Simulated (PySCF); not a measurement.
# SMILES C1=C2C(B(C)C)=CC=C2C=C2C1=CC=C2, C$_{14}$H$_{13}$B

Geometry:
```csv
atom,x (Å),y (Å),z (Å)
C1,-4.115,0.145,0.007
B2,-2.607,0.612,-0.108
C3,-2.281,2.124,-0.439
C4,-1.496,-0.445,0.111
C5,-1.730,-1.790,0.406
C6,-0.525,-2.488,0.547
C7,0.530,-1.590,0.341
C8,1.920,-1.788,0.371
C9,2.722,-0.701,0.127
C10,2.152,0.590,-0.148
C11,0.761,0.782,-0.178
C12,-0.049,-0.302,0.066
C13,3.213,1.478,-0.350
C14,4.427,0.770,-0.207
C15,4.149,-0.544,0.080
H16,-4.336,-0.649,-0.706
H17,-4.321,-0.271,0.992
H18,-4.833,0.944,-0.164
H19,-1.701,2.211,-1.357
H20,-3.172,2.735,-0.564
H21,-1.686,2.581,0.351
H22,-2.703,-2.236,0.513
H23,-0.426,-3.535,0.773
H24,2.332,-2.766,0.580
H25,0.361,1.762,-0.388
H26,3.126,2.526,-0.577
H27,5.405,1.204,-0.309
H28,4.862,-1.331,0.244
```

The calculation used quadratic response LC-wPBE/def2-SVPD first hyperpolarisability, Taylor convention, gas phase in PySCF. Geometry: GFN2-xTB.

(1) Give the tensor of the static β(0;0,0) in the axes of these coordinates.

## Answers

(1) In au, Taylor convention; rows are the first index (the induced dipole):
```tsv
	xx	yy	zz	xy	xz	yz
x	+601.1	+43.5	-4.1	-374.8	+75.9	-6.9
y	-374.8	-72.3	-0.3	+43.5	-6.9	+16.8
z	+75.9	+16.8	-1.5	-6.9	-4.1	-0.3
```
Norm of βᵢ = ⅓ Σⱼ (βᵢⱼⱼ + βⱼᵢⱼ + βⱼⱼᵢ): 786.5 au, hyper-Rayleigh value 352.8 au.
